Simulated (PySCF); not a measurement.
C3H4Cl2Ge, SMILES ClC1=[CH][Ge@H]([Cl])[CH2]1.

Coordinates come from a PBE-D3(BJ)/def2-SVP optimisation. The structure was generated by enumeration; whether it is a known compound was not checked.

Two levels are set side by side: TDDFT-PBE/def2-SVPD (PySCF) and TDDFT-B3LYP/def2-SVPD (PySCF). Vertical, same geometry. The lowest singlet is HOMO−1→LUMO 66 %, HOMO→LUMO 24 % with PBE and HOMO−1→LUMO 45 %, HOMO→LUMO 44 %, HOMO→LUMO+1 9 % with the other functional; states are paired by order. Differences are taken from unrounded values.

```csv
quantity,TDDFT-B3LYP
lowest singlet excitation (eV),5.63
lowest triplet excitation (TDA) (eV),4.03
first bright state (f over 0.05) (eV),6.13
its oscillator strength,0.05
```

**Question.** What does TDDFT-PBE give, and how far is it from TDDFT-B3LYP? (Estimate from the structure and the level; the computed values follow.)

**Answer.** 
| quantity | TDDFT-PBE | TDDFT-PBE minus TDDFT-B3LYP |
|---|---|---|
| lowest singlet excitation (eV) | 5.14 | -0.50 |
| lowest triplet excitation (TDA) (eV) | 4.03 | 0.00 |
| first bright state (f over 0.05) (eV) | 5.88 | -0.25 |
| its oscillator strength | 0.07 | 0.02 |

A lower first singlet is the usual sign of a functional without exact exchange. Differences between two approximate levels are no errors against the true value.

Rough cost on one machine, each run with all the roots and properties that it gave: TDDFT-B3LYP against TDDFT-PBE about 4 times.
